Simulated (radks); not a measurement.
Species: the tantalum ion Ta72+. Configuration: 1s1.

Calculated with a radial shooting solver on a logarithmic mesh with Libxc functionals: scalar-relativistic Kohn-Sham, PBE, spin-polarised, spherical densities, finite nucleus; open shells are filled with parallel spins first (spin-orbit coupling, left out, can overturn this in heavy ions); Fermi nuclear charge, rms radius 5.3507 fm.

Energy parts (Ry):
| part | energy |
|---|---|
| total | -5770.2789 |
| kinetic | 6811.5921 |
| electron-nucleus | -12582.2608 |
| Hartree | 51.4445 |
| exchange-correlation | -51.0547 |

Orbitals (lengths in bohr, moments of r in powers of bohr; <r^-3> diverges for s and p1/2; r(90%) holds 90 % of the orbital's charge):
\begin{tabular}{lrrrr}
orbital & occ. & eigenvalue (Ry) & r(90%) & <r^-3> \\ \hline
1s up & 1 & -5732.649 & 0.0335 & - \\
\end{tabular}

The highest occupied level is 1s up at -77997 eV. The spin density at the nucleus is 606818 e/bohr^3 (1s 606818). The electron density at the nucleus is 6.068e+05 e/bohr^3 (large components only). Spin moment in Bohr magnetons: 1. The density falls to 0.001 e/bohr^3 at r = 0.12 bohr.
